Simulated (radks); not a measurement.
The numbers below are computed, except where a source is named.
Neutral chromium inside a hard spherical wall (all orbitals vanish at R), configuration held at [Ar] 3d5 4s1 and not refilled when levels cross. Code: a radial shooting solver on a logarithmic mesh with Libxc functionals. Model: scalar-relativistic Kohn-Sham, PBE, spin-polarised, spherical densities, point nucleus; open shells are filled with parallel spins first. Eigenvalues in eV for spin up, with the zero of energy where the potential of the charges vanishes at infinity; a dash marks a level that is unbound or too diffuse for the functional's potential to be trusted. A positive occupied level is held by the wall or, in an anion where self-interaction has pushed it up, behind a barrier. The pressure on the wall is -dE/dV.

| R (bohr) | E (hartree) | kinetic (hartree) | e(3s) | e(3p) | e(4s) | e(3d) | e(4p, empty) | e(5s, empty) | pressure (GPa) |
|---|---|---|---|---|---|---|---|---|---|
| free | -1050.72799 | 1061.386 | -74.778 | -46.243 | -4.468 | -3.723 | -1.220 | - | 0 |
| 15 | -1050.72798 | 1061.386 | -74.777 | -46.242 | -4.468 | -3.722 | -1.212 | 0.224 | < 0.0001 |
| 12 | -1050.72793 | 1061.387 | -74.771 | -46.236 | -4.463 | -3.716 | -1.168 | 0.788 | 0.000967 |
| 10 | -1050.72751 | 1061.391 | -74.733 | -46.198 | -4.431 | -3.680 | -1.039 | 1.824 | 0.0120 |
| 7 | -1050.71657 | 1061.458 | -74.230 | -45.698 | -3.956 | -3.217 | 0.007 | 7.299 | 0.573 |
| 6 | -1050.69509 | 1061.563 | -73.576 | -45.053 | -3.248 | -2.621 | 1.216 | 12.402 | 2.29 |
| 4 | -1050.41171 | 1062.614 | -68.922 | -40.518 | 3.564 | 1.751 | 10.691 | 44.742 | 57.0 |
| 3.5 | -1050.12950 | 1063.548 | -65.950 | -37.646 | 9.356 | 4.743 | 18.007 | 66.622 | 152 |
| 3 | -1049.52305 | 1065.518 | -61.219 | -33.042 | 20.691 | 9.856 | 31.592 | 104.31 | 465 |
| 2.5 | -1048.03954 | 1070.391 | -52.925 | -24.734 | 45.172 | 19.578 | 59.216 | 175.04 | 1760 |
| 1.5 | -1027.29737 | 1131.960 | 13.761 | 46.085 | 279.59 | 97.792 | 295.58 | 703.20 | 65200 |
